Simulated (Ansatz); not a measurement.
Born–Oppenheimer molecular dynamics of AlFH4OSi (8 atoms, charge 0, multiplicity 1). It starts at the highest image of a converged band. Of that band: Neighbouring images differ by up to 1.5 eV, so the band resolves the path poorly. A vibrational analysis at the climbing image gives one clearly imaginary mode, 1034i cm⁻¹: a first-order saddle point.

Computed with RKS PBE-D4/6-31G* in Ansatz.

| Property | Result |
| --- | --- |
| ensemble | NVE (velocity Verlet) |
| time step | 0.5 fs |
| steps asked | 200 |
| starting velocities drawn for | 300 K |
| seed | 11139 |

First frame:

```xyz
8
Properties=species:S:1:pos:R:3
Al -0.150 0.181 0.670
H 1.490 0.691 1.052
F 1.617 -0.059 0.072
O -1.241 -0.725 -0.299
Si -2.676 -1.360 -0.849
H -2.752 -2.824 -0.528
H -3.853 -0.675 -0.213
H -2.777 -1.187 -2.336
```

How far do the bonds stretch over the last three quarters of this one trajectory? (Pairs bonded in most of those frames.)


```
  bond  mean (Å)  spread (Å)  shortest  longest
Al1–O4     1.745       0.019      1.70     1.77
 H2–F3     0.949       0.023      0.91     0.99
O4–Si5     1.666       0.014      1.64     1.69
Si5–H6     1.507       0.034      1.46     1.56
Si5–H7     1.510       0.029      1.47     1.55
Si5–H8     1.505       0.032      1.46     1.55
```

Mean temperature of the second half: 492 K. The conserved energy stayed within 0.13 meV per atom of its start (net change -0.052 meV per atom), so the integration is sound. The kinetic energy rose, since the run started high on the potential surface and went downhill. It ends in pieces (AlH3OSi + FH), so much of that is their flight and rotation, not heat. A run of 0.1 ps of so small a system gives no equilibrium averages. The orbitals stay closed-shell, which can raise the energy where a bond breaks towards radicals; this wasn't checked here.

Time of the run: 6 min on 1 thread of Arm Neoverse V2, on a shared host, peak memory 0.12 GiB.
